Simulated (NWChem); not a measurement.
Everything below was run with NWChem. System: O$_{2}$Si, charge 0, spin multiplicity 1, displaced from the optimised geometry. Level: CCSD(T)/cc-pVDZ, 7 core orbitals frozen, spin-restricted.

Job file:

```
start mol
memory heap 100 mb stack 700 mb global 1900 mb
geometry units angstroms nocenter noautoz noautosym
  O      0.000000     0.000000    -1.670205
  Si     0.000000     0.000000     0.000000
  O      0.000000     0.000000     1.518369
end
basis spherical
  * library cc-pvdz
end
scf
  rhf
  nopen 0
  maxiter 100
  thresh 1e-7
  semidirect memsize 60000000 filesize 0
end
ccsd
  freeze core 7
  maxiter 60
end
task ccsd(t) energy
```

Part of the output:

```
             Northwest Computational Chemistry Package (NWChem) 7.3.0
             --------------------------------------------------------

                                NWChem Input Module
                                -------------------

 Scaling coordinates for geometry "geometry" by  1.889725989
 (inverse scale =  0.529177249)

                             Geometry "geometry" -> ""
                             -------------------------

 Output coordinates in angstroms (scale by  1.889725989 to convert to a.u.)

  No.       Tag          Charge          X              Y              Z
 ---- ---------------- ---------- -------------- -------------- --------------
    1 O                    8.0000     0.00000000     0.00000000    -1.67020500
    2 Si                  14.0000     0.00000000     0.00000000     0.00000000
    3 O                    8.0000     0.00000000     0.00000000     1.51836900

 Effective nuclear repulsion energy (a.u.)      85.1407381621

            Nuclear Dipole moment (a.u.)
            ----------------------------
        X                 Y               Z
 ---------------- ---------------- ----------------
     0.0000000000     0.0000000000    -2.2954274816


 Summary of "ao basis" -> "" (spherical)
 ------------------------------------------------------------------------------
       Tag                 Description            Shells   Functions and Types
 ---------------- ------------------------------  ------  ---------------------
 *                          cc-pvdz                   on all atoms

 Summary of "ao basis" -> "ao basis" (spherical)
 ------------------------------------------------------------------------------
       Tag                 Description            Shells   Functions and Types
 ---------------- ------------------------------  ------  ---------------------
 O                          cc-pvdz                  6       14   3s2p1d
 Si                         cc-pvdz                  8       18   4s3p1d

                                 NWChem SCF Module
                                 -----------------

  ao basis        = "ao basis"
  functions       =    46
  atoms           =     3
  closed shells   =    15
  open shells     =     0
  charge          =   0.00
  wavefunction    = RHF
  use symmetry    = F
  symmetry adapt  = F

 Summary of "ao basis" -> "ao basis" (spherical)
 ------------------------------------------------------------------------------
       Tag                 Description            Shells   Functions and Types
 ---------------- ------------------------------  ------  ---------------------
 O                          cc-pvdz                  6       14   3s2p1d
 Si                         cc-pvdz                  8       18   4s3p1d

 Forming initial guess at       0.1s

      Superposition of Atomic Density Guess
      -------------------------------------

 Sum of atomic energies:        -438.36261013

      Non-variational initial energy
      ------------------------------

 Total energy =    -438.443504
 1-e energy   =    -776.120028
 2-e energy   =     252.535786
 HOMO         =      -0.457524
 LUMO         =      -0.143330

 Starting SCF solution at       1.6s

 ----------------------------------------------
         Quadratically convergent ROHF

 Convergence threshold     :          1.000E-07
 Maximum no. of iterations :          100
 Final Fock-matrix accuracy:          1.000E-09
 ----------------------------------------------

              iter       energy          gnorm     gmax       time
             ----- ------------------- --------- --------- --------
                 1     -438.4498535269  1.61D+00  5.82D-01      1.6
                 2     -438.5905346521  3.59D-01  1.56D-01      1.6
                 3     -438.6027030714  1.74D-01  4.82D-02      1.6
                 4     -438.6047849937  1.20D-02  5.32D-03      1.6
                 5     -438.6048149319  1.51D-04  4.82D-05      1.7
                 6     -438.6048149360  2.25D-08  9.80D-09      1.7

       Final RHF  results
       ------------------

         Total SCF energy =   -438.604814935950
      One-electron energy =   -776.971095300121
      Two-electron energy =    253.225542202108
 Nuclear repulsion energy =     85.140738162062

        Time for solution =      0.1s

             Final eigenvalues
             -----------------

              1
    1  -68.9153
    2  -20.5930
    3  -20.5913
    4   -6.2576
    5   -4.3633
    6   -4.3633
    7   -4.3615
    8   -1.3182
    9   -1.2627
   10   -0.6457
   11   -0.5399
   12   -0.5371
   13   -0.5371
   14   -0.4870
   15   -0.4870
   16    0.0109
   17    0.0821
   18    0.0821
   19    0.2828
   20    0.3894
   21    0.4209
   22    0.4209
   23    0.4790
   24    0.4790
   25    0.6811

                       ROHF Final Molecular Orbital Analysis
                       -------------------------------------

 Vector   13  Occ=2.000000D+00  E=-5.370736D-01
              MO Center=  1.3D-15, -2.7D-16,  7.8D-01, r^2= 2.1D+00
   Bfn.  Coefficient  Atom+Function         Bfn.  Coefficient  Atom+Function
  ----- ------------  ---------------      ----- ------------  ---------------
    36      0.475730  3 O  px                39      0.352999  3 O  px
    22      0.223006  2 Si px                 4      0.221019  1 O  px
     7      0.171535  1 O  px

 Vector   14  Occ=2.000000D+00  E=-4.869529D-01
              MO Center=  2.5D-16, -2.1D-17, -9.6D-01, r^2= 2.2D+00
   Bfn.  Coefficient  Atom+Function         Bfn.  Coefficient  Atom+Function
  ----- ------------  ---------------      ----- ------------  ---------------
[...]
     L   x y z        total         open         nuclear
     -   - - -        -----         ----         -------
     0   0 0 0     -0.000000      0.000000     30.000000

     1   1 0 0     -0.000000      0.000000      0.000000
     1   0 1 0     -0.000000      0.000000      0.000000
     1   0 0 1      0.154444      0.000000     -2.295427

     2   2 0 0    -14.604416      0.000000      0.000000
     2   1 1 0      0.000000      0.000000      0.000000
     2   1 0 1     -0.000000      0.000000      0.000000
     2   0 2 0    -14.604416      0.000000      0.000000
     2   0 1 1     -0.000000      0.000000      0.000000
     2   0 0 2    -26.143318      0.000000    145.557414

                   Four-Index Transformation
                   -------------------------
          Number of basis functions:             46
          Number of shells:                      20
          Number of occupied orbitals:           15
          Number of occ. correlated orbitals:     8
          Block length:                          16
          Superscript MO index range:      8 -   15
          Subscript MO index range:        8 -   46
          MO coefficients read from:  ./mol.movecs
          Number of operator matrices in core:   72
          Half-transformed integrals produced

     Pass:    1     Index range:    8  -   15     Time:      2.50
 ------------------------------------------
 MP2 Energy (coupled cluster initial guess)
 ------------------------------------------
 Reference energy:           -438.604814935950230
 MP2 Corr. energy:             -0.487424377715377
 Total MP2 energy:           -439.092239313665630

 ****************************************************************************
              the segmented parallel ccsd program:    1 nodes
 ****************************************************************************

 level of theory    ccsd(t)
 number of core         7
 number of occupied     8
 number of virtual     31
 number of deleted      0
 total functions       46
 number of shells      20
 basis label          566

   ***** ccsd parameters *****
   iprt   =     0
   convi  =  0.100E-05
   maxit  =    60
   mxvec  =     5
 memory            104852252
  Using  1 OpenMP thread(s) in CCSD
  IO offset    20.000000000000000
  IO error message >End of File
  file_read_ga: failing reading from ./mol.t2
  Failed reading restart vector from ./mol.t2
  Using MP2 initial guess vector

-------------------------------------------------------------------------
 iter     correlation     delta       rms       T2     Non-T2      Main
             energy      energy      error      ampl     ampl      Block
                                                time     time      time
-------------------------------------------------------------------------
   1     -0.4476079742 -4.476D-01  3.109D-01     1.85     0.00     1.81
   2     -0.4807249681 -3.312D-02  3.001D-01     1.83     0.00     1.79
   3     -0.4732679937  7.457D-03  4.109D-02     1.85     0.00     1.81
   4     -0.4769106554 -3.643D-03  3.188D-03     1.84     0.00     1.81
   5     -0.4780334994 -1.123D-03  7.618D-03     1.83     0.00     1.79
   6     -0.4780090000  2.450D-05  5.575D-04     2.35     0.00     2.32
   7     -0.4779781254  3.087D-05  3.158D-04     1.79     0.00     1.76
   8     -0.4780047924 -2.667D-05  2.425D-04     1.81     0.00     1.78
   9     -0.4779781791  2.661D-05  7.646D-05     1.90     0.00     1.86
  10     -0.4779853324 -7.153D-06  1.176D-04     1.83     0.00     1.79
  11     -0.4779877425 -2.410D-06  2.513D-05     2.03     0.00     2.00
  12     -0.4779887612 -1.019D-06  1.225D-05     1.80     0.00     1.76
  13     -0.4779890986 -3.374D-07  1.109D-05     1.81     0.00     1.77
  14     -0.4779892579 -1.593D-07  2.000D-06     1.83     0.00     1.79
  15     -0.4779892759 -1.800D-08  5.788D-07     1.81     0.00     1.78
                  *************converged*************
-------------------------------------------------------------------------

 -----------
 CCSD Energy
 -----------
 Reference energy:            -438.604814935950230
 CCSD corr. energy:             -0.477989275886469
 Total CCSD energy:           -439.082804211836674

 --------------------------------
 Spin Component Scaled (SCS) CCSD
 --------------------------------
 Same spin contribution:                 -0.109030848795904
 Same spin scaling factor:                1.130000000000000
 Opposite spin contribution:             -0.368958427090565
 Opposite spin scaling fact.:             1.270000000000000
 SCS-CCSD correlation energy:            -0.591782061544389
 Total SCS-CCSD energy:                -439.196596997494623
 memory            104852252

*********triples calculation*********

nkpass=    1; nvpass=    1; memdrv=          50034; memtrn=         658383; memavail=      104851988
 memory available/node                      104851988
 total number of virtual orbitals        31
 number of virtuals per integral pass    31
 number of integral evaluations           1
 number of occupied per triples pass      8
 number of triples passes                 1

 commencing integral evaluation        1 at          30.69
  symmetry use  F
task         2 out of       210 done   0%  at       0.0 secs
task        11 out of       210 done   5%  at       0.1 secs
task        21 out of       210 done  10%  at       0.3 secs
task        32 out of       210 done  15%  at       0.5 secs
task        42 out of       210 done  20%  at       0.6 secs
task        53 out of       210 done  25%  at       0.7 secs
task        63 out of       210 done  30%  at       0.7 secs
task        74 out of       210 done  35%  at       0.9 secs
task        84 out of       210 done  40%  at       1.1 secs
task        95 out of       210 done  45%  at       1.3 secs
task       105 out of       210 done  50%  at       1.5 secs
task       116 out of       210 done  55%  at       1.6 secs
task       126 out of       210 done  60%  at       1.8 secs
task       137 out of       210 done  65%  at       1.9 secs
task       147 out of       210 done  70%  at       2.0 secs
task       158 out of       210 done  75%  at       2.1 secs
task       168 out of       210 done  80%  at       2.2 secs
task       179 out of       210 done  85%  at       2.3 secs
task       189 out of       210 done  90%  at       2.3 secs
task       200 out of       210 done  95%  at       2.4 secs
task       210 out of       210 done 100%  at       2.4 secs
 commencing triples evaluation - blocking       1
 ccsd(t): done        1 out of       31 progress:    3.2%
 ccsd(t): done        2 out of       31 progress:    6.5%
 ccsd(t): done        3 out of       31 progress:    9.7%
 ccsd(t): done        4 out of       31 progress:   12.9%
 ccsd(t): done        5 out of       31 progress:   16.1%
 ccsd(t): done        6 out of       31 progress:   19.4%
 ccsd(t): done        7 out of       31 progress:   22.6%
 ccsd(t): done        8 out of       31 progress:   25.8%
 ccsd(t): done        9 out of       31 progress:   29.0%
 ccsd(t): done       10 out of       31 progress:   32.3%
 ccsd(t): done       11 out of       31 progress:   35.5%
 ccsd(t): done       12 out of       31 progress:   38.7%
 ccsd(t): done       13 out of       31 progress:   41.9%
 ccsd(t): done       14 out of       31 progress:   45.2%
 ccsd(t): done       15 out of       31 progress:   48.4%
 ccsd(t): done       16 out of       31 progress:   51.6%
 ccsd(t): done       17 out of       31 progress:   54.8%
 ccsd(t): done       18 out of       31 progress:   58.1%
 ccsd(t): done       19 out of       31 progress:   61.3%
 ccsd(t): done       20 out of       31 progress:   64.5%
 ccsd(t): done       21 out of       31 progress:   67.7%
 ccsd(t): done       22 out of       31 progress:   71.0%
 ccsd(t): done       23 out of       31 progress:   74.2%
 ccsd(t): done       24 out of       31 progress:   77.4%
 ccsd(t): done       25 out of       31 progress:   80.6%
 ccsd(t): done       26 out of       31 progress:   83.9%
 ccsd(t): done       27 out of       31 progress:   87.1%
 ccsd(t): done       28 out of       31 progress:   90.3%
 ccsd(t): done       29 out of       31 progress:   93.5%
 ccsd(t): done       30 out of       31 progress:   96.8%
 ccsd(t): done       31 out of       31 progress:  100.0%
 Time for integral evaluation pass     1        2.43
 Time for triples evaluation pass      1        0.40

 pseudo-e(mp4)  -0.26917269479721E-01
 pseudo-e(mp5)   0.51473353416662E-02
        e(t)    -0.21769934138055E-01

 --------------
 CCSD(T) Energy
 --------------
 Reference energy:                    -438.604814935950230

 CCSD corr. energy:                     -0.477989275886469
 T(CCSD) corr. energy:                  -0.026917269479721
 Total CCSD+T(CCSD) energy:           -439.109721481316399

 CCSD corr. energy:                     -0.477989275886469
 (T) corr. energy:                      -0.021769934138055
 Total CCSD(T) energy:                -439.104574145974766

 routine      calls  cpu(0)   cpu-min  cpu-ave  cpu-max   i/o
 aoccsd          1     0.01     0.01     0.01     0.01    0.00
 iterdrv         1     0.01     0.01     0.01     0.01    0.00
 pampt          15     0.05     0.05     0.05     0.05    0.00
 t2pm           15     0.08     0.08     0.08     0.08    0.00
 sxy            15     0.18     0.18     0.18     0.18    0.00
 ints       655710    25.58    25.58    25.58    25.58    0.00
 t2eri        3150     1.26     1.26     1.26     1.26    0.00
 idx2         3150     0.38     0.38     0.38     0.38    0.00
 idx34          15     0.03     0.03     0.03     0.03    0.00
 ht2pm          15     0.09     0.09     0.09     0.09    0.00
 itm            15     0.32     0.32     0.32     0.32    0.00
 pdiis          15     0.01     0.01     0.01     0.01    0.00
 triples         1     0.00     0.00     0.00     0.00    0.00
 rdtrpo          1     0.00     0.00     0.00     0.00    0.00
 trpmos          1     2.43     2.43     2.43     2.43    0.00
 trpdrv          1     0.06     0.06     0.06     0.06    0.00
 dovvv       17856     0.12     0.12     0.12     0.12    0.00
 doooo       17856     0.05     0.05     0.05     0.05    0.00
 tengy       15872     0.15     0.15     0.15     0.15    0.00
 Total                30.82    30.82    30.82    30.82    0.00

 Task  times  cpu:       35.3s     wall:       35.3s

 Total times  cpu:       35.3s     wall:       35.3s
```
